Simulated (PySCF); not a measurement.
Telling isomers of C7H12 apart by NMR

[PySCF 2.14.0 with density-fitted response routines: GIAO PBE0/pcSseg-1 shieldings; coordinates at the GFN2-xTB level; no solvent; rapidly exchanging positions averaged; single conformer; relativity neglected]

Scale: ¹H and ¹³C vs TMS (reference shieldings calculated alike). Where no couplings were computed, multiplicities follow the n + 1 count of equivalent neighbours, and m marks all less simple cases (inequivalent or close neighbours, rings, F or P nearby). Shifts are as computed. Against solution values, carbons near 30 ppm lie about +3 ppm off and those near 130 ppm about +5 ppm. Of 1211 compounds with measured shifts, 218 miss one by over three times the rms of a fit or turn the order of signals round; such compounds aren't used in these exercises.

(1) Tabulate the signals of `C=CC/C(C)=C/C`, `C=CC/C=C\CC` and their relative energies.

(2) What is the quickest way to tell C=CC/C(C)=C/C from C=CC/C=C\CC?

Results:

(1) 
| SMILES | carbon types | δC | δH | E rel. (kcal/mol) |
| --- | --- | --- | --- | --- |
| C=CC/C(C)=C/C | 1×C 2×CH 2×CH2 2×CH3 | 148.3, 140.5, 128.7, 122.3, 51.4, 17.3, 15.1 | 5.91 (m, 1H), 5.62 (q, 1H), 5.34 (m, 1H), 5.28 (m, 1H), 2.71 (d, 2H), 1.80 (d, 3H), 1.72 (s, 3H) | 0.0 |
| C=CC/C=C\CC | 3×CH 3×CH2 1×CH3 | 146.7, 138.2, 133.9, 120.0, 39.2, 25.6, 16.8 | 6.19 (m, 1H), 5.73 (m, 1H), 5.69 (m, 1H), 5.35 (m, 1H), 5.21 (m, 1H), 2.96 (m, 2H), 2.19 (m, 2H), 1.02 (t, 3H) | 3.7 |

Energies are electronic energies at PBE0/pcSseg-1 on these geometries, without zero-point or thermal terms, each for the one conformer computed, which needn't be the lowest.

(2) Both give the same number of carbon signals, but DEPT or the intensities differ. The first has a fully substituted alkene carbon (C) at 140.5 ppm, the second an allylic sp3 CH2 at 25.6 ppm. Their most deshielded carbons lie at 148.3 and 146.7 ppm.
